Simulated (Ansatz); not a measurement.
C₄H₂F₄ (`FC1(F)C=CC1(F)F`), relaxed with RKS PBE0-D4/def2-TZVP in Ansatz from a PBE-D4/def2-SVP geometry. The force threshold is 0.005 eV/Å; the program also tests the step.

Total charge 0; spin multiplicity 1.

Start:

```xyz
10

F     0.976    0.355    1.782
C    -0.038    0.369    0.880
F    -1.171    0.736    1.532
C     0.241    1.078   -0.429
C     0.128   -0.046   -1.178
C    -0.167   -0.941    0.010
F     0.754   -1.900    0.281
F    -1.394   -1.522    0.032
H     0.456    2.132   -0.657
H     0.216   -0.261   -2.252
```

Question: How much energy does the relaxation release, and in how many steps? (Best estimate.)

Answer: Ansatz gave: 0.05 eV, in 3 steps.

Question: Which bonds change most? (Estimate.)

Answer: Computed: C4–C5 from 1.355 to 1.335 Å; C4–H9 from 1.100 to 1.081 Å; C5–H10 from 1.099 to 1.081 Å; C5–C6 from 1.516 to 1.502 Å.

Question: Give the relaxed structure. (Best estimate.)

Answer: The calculation gave: 
```xyz
10

F     0.964    0.359    1.768
C    -0.037    0.367    0.872
F    -1.154    0.733    1.522
C     0.238    1.066   -0.429
C     0.129   -0.041   -1.166
C    -0.166   -0.932    0.008
F     0.741   -1.887    0.274
F    -1.377   -1.513    0.027
H     0.448    2.103   -0.653
H     0.214   -0.255   -2.222
```
